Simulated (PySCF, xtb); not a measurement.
B(Cl)(vinyl)(OMe) (C3H6BClO), SMILES C=CB(Cl)OC.

GFN2-xTB (xtb 6.7.1) at its own geometry gives an orbital gap of 4.06 eV and a dipole moment of 4.13 D.

Coordinates come from a ωB97X-D3(BJ)/def2-SVP optimisation. One conformer was computed; it need not be the lowest.

What does PBE/def2-TZVP (PySCF) give? (An estimate is asked for; the answer gives what the named calculation found.)

gap 4.79 eV (levels -6.97 and -2.17 eV), dipole 2.99 D.
